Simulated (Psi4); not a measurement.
C₄H₁₂O₂Si (SMILES CCCC[SiH](O)O), singlet, at a GFN2-xTB geometry, atoms displaced at random by about 0.03 Å a coordinate; PBE/STO-3G, gradient run with Psi4.

Input for Psi4:
```
memory 2 GB

molecule mol {
0 1
Si    1.638264    0.224326    0.156888
O     2.959453   -0.750670    0.040923
O     1.530932    1.262569   -1.075496
C    -0.026939   -0.731422    0.121020
C    -1.210215    0.155423    0.260411
C    -2.533283   -0.572659    0.208463
C    -3.789920    0.276745    0.331690
H     1.944213    0.878917    1.386189
H     2.984958   -1.499430   -0.691052
H     2.202322    1.841799   -1.427520
H    -0.119485   -1.343610   -0.851681
H     0.014207   -1.457707    0.927480
H    -1.168869    0.757431    1.183115
H    -1.270475    0.853353   -0.535714
H    -2.574615   -1.093359   -0.717079
H    -2.535393   -1.354020    1.003550
H    -3.821348    0.956213   -0.446033
H    -3.734544    0.847740    1.280386
H    -4.707252   -0.283237    0.318050
symmetry c1
no_reorient
no_com
}

set {
  basis sto-3g
  reference rks
}

gradient('pbe')
print_variables()
```

Task: Predict the main parts of the log of this Psi4 run.

Result: 
```
gradient() will perform analytic gradient computation.

   => Loading Basis Set <=

    Name: STO-3G
    Role: ORBITAL
    Keyword: BASIS

         ---------------------------------------------------------
                                   SCF
               by Justin Turney, Rob Parrish, Andy Simmonett
                          and Daniel G. A. Smith
                              RKS Reference
         ---------------------------------------------------------

  ==> Geometry <==

    Molecular point group: c1
    Full point group: C1

    Geometry (in Angstrom), charge = 0, multiplicity = 1:

       Center              X                  Y                   Z               Mass
    ------------   -----------------  -----------------  -----------------  -----------------
         SI           1.638264000000     0.224326000000     0.156888000000    27.976926534650
         O            2.959453000000    -0.750670000000     0.040923000000    15.994914619570
         O            1.530932000000     1.262569000000    -1.075496000000    15.994914619570
         C           -0.026939000000    -0.731422000000     0.121020000000    12.000000000000
         C           -1.210215000000     0.155423000000     0.260411000000    12.000000000000
         C           -2.533283000000    -0.572659000000     0.208463000000    12.000000000000
         C           -3.789920000000     0.276745000000     0.331690000000    12.000000000000
         H            1.944213000000     0.878917000000     1.386189000000     1.007825032230
         H            2.984958000000    -1.499430000000    -0.691052000000     1.007825032230
         H            2.202322000000     1.841799000000    -1.427520000000     1.007825032230
         H           -0.119485000000    -1.343610000000    -0.851681000000     1.007825032230
         H            0.014207000000    -1.457707000000     0.927480000000     1.007825032230
         H           -1.168869000000     0.757431000000     1.183115000000     1.007825032230
         H           -1.270475000000     0.853353000000    -0.535714000000     1.007825032230
         H           -2.574615000000    -1.093359000000    -0.717079000000     1.007825032230
         H           -2.535393000000    -1.354020000000     1.003550000000     1.007825032230
         H           -3.821348000000     0.956213000000    -0.446033000000     1.007825032230
         H           -3.734544000000     0.847740000000     1.280386000000     1.007825032230
         H           -4.707252000000    -0.283237000000     0.318050000000     1.007825032230

  Running in c1 symmetry.

  Rotational constants: A =      0.18205  B =      0.02685  C =      0.02467 [cm^-1]
  Rotational constants: A =   5457.76214  B =    804.84234  C =    739.67421 [MHz]
  Nuclear repulsion =  389.519125723017282

  Charge       = 0
  Multiplicity = 1
  Electrons    = 66
  Nalpha       = 33
  Nbeta        = 33

  ==> Algorithm <==

  SCF Algorithm Type is DF.
  DIIS enabled.
  MOM disabled.
  Fractional occupation disabled.
  Guess Type is SAD.
  Energy threshold   = 1.00e-08
  Density threshold  = 1.00e-08
  Integral threshold = 1.00e-12

  ==> Primary Basis <==

  Basis Set: STO-3G
    Blend: STO-3G
    Number of shells: 35
    Number of basis functions: 51
    Number of Cartesian functions: 51
    Spherical Harmonics?: true
    Max angular momentum: 1

  ==> DFT Potential <==

   => LibXC <=

    Version 7.1.2
    S. Lehtola, C. Steigemann, M. J. T. Oliveira, and M. A. L. Marques,  SoftwareX 7, 1–5 (2018) (10.1016/j.softx.2017.11.002)

   => Composite Functional: PBE <=

    PBE GGA Exchange-Correlation Functional

    J.P. Perdew et. al., Phys. Rev. Lett., 77(18), 3865-3868, 1996

    Deriv               =              1
    GGA                 =           TRUE
    Meta                =          FALSE

    Exchange Hybrid     =          FALSE
    MP2 Hybrid          =          FALSE

   => Exchange Functionals <=

    1.0000     XC_GGA_X_PBE

   => Correlation Functionals <=

[...]
  @DF-RKS Final Energy:  -591.70208366160739
    Total Energy =                       -591.7020836616073893
[...]
         H           -4.707252000000    -0.283237000000     0.318050000000     1.007825032230

  Nuclear repulsion =  389.519125723017282

  ==> Basis Set <==

  Basis Set: STO-3G
    Blend: STO-3G
    Number of shells: 35
    Number of basis functions: 51
    Number of Cartesian functions: 51
    Spherical Harmonics?: true
    Max angular momentum: 1

  ==> DFJKGrad: Density-Fitted SCF Gradients <==

    Gradient:                    1
    J tasked:                  Yes
    K tasked:                   No
    wK tasked:                  No
    Integrals threads:           1
    Schwarz Cutoff:          1E-12
    Fitting Condition:       1E-10

   => Auxiliary Basis Set <=

  Basis Set: (STO-3G AUX)
    Blend: DEF2-UNIVERSAL-JKFIT
    Number of shells: 260
    Number of basis functions: 798
    Number of Cartesian functions: 937
    Spherical Harmonics?: true
    Max angular momentum: 4

  ==> DFT Potential <==

   => LibXC <=

    Version 7.1.2
    S. Lehtola, C. Steigemann, M. J. T. Oliveira, and M. A. L. Marques,  SoftwareX 7, 1–5 (2018) (10.1016/j.softx.2017.11.002)

   => Composite Functional: PBE <=

    PBE GGA Exchange-Correlation Functional

    J.P. Perdew et. al., Phys. Rev. Lett., 77(18), 3865-3868, 1996

    Deriv               =              1
    GGA                 =           TRUE
    Meta                =          FALSE

    Exchange Hybrid     =          FALSE
    MP2 Hybrid          =          FALSE

   => Exchange Functionals <=

    1.0000     XC_GGA_X_PBE

   => Correlation Functionals <=

    1.0000     XC_GGA_C_PBE

   => LibXC Density Thresholds  <==

    XC_GGA_C_PBE:  1.00E-12
    XC_GGA_X_PBE:  1.00E-15

   => Molecular Quadrature <=

    Radial Scheme          =       TREUTLER
    Pruning Scheme         =           NONE
    Nuclear Scheme         =       TREUTLER

    Blocking Scheme        =         OCTREE
    BS radius alpha        =              1
    Pruning alpha          =              1
    Radial Points          =             75
    Spherical Points       =            302
    Total Points           =         400081
    Total Blocks           =           2958
    Max Points             =            256
    Max Functions          =             47
    Weights Tolerance      =       1.00E-15

  -Total Gradient:
     Atom            X                  Y                   Z
    ------   -----------------  -----------------  -----------------
       1        0.014934290036     0.017241403480     0.003325529057
       2       -0.048780566316     0.039122936074     0.003008939987
       3        0.077122979258     0.013468509255     0.022425685904
       4       -0.039906059301     0.023564301874     0.036691018750
       5        0.022446221103    -0.024305883505    -0.026047479727
       6        0.013652884646     0.033757857441    -0.034462555987
       7       -0.016324952919     0.004461256542    -0.055160587078
       8        0.001054128607    -0.007751132739    -0.020271588881
       9        0.016110316213    -0.021655556590    -0.010860505178
      10       -0.057108608615    -0.033023749965     0.007524981629
      11       -0.004750370193    -0.016881534660    -0.024543839745
      12        0.002374935700     0.011776298848    -0.012808899997
      13       -0.002477422222    -0.001361608444    -0.006398336371
      14       -0.007975254894    -0.030598578893     0.031313676155
      15        0.001664258570     0.021586838208     0.033971532364
      16        0.002217202484    -0.001818667061     0.002296265422
      17        0.003557650248    -0.045736950430     0.049380345479
      18        0.005031504173     0.000084836796     0.001935128769
      19        0.017292406233     0.017770500390    -0.001124623126

  Variable Map:
  ----------------------------------------------------------------------------
[...]
  Array Variable Map:
  ----------------------------------------------------------------------------
[...]
[...]
```
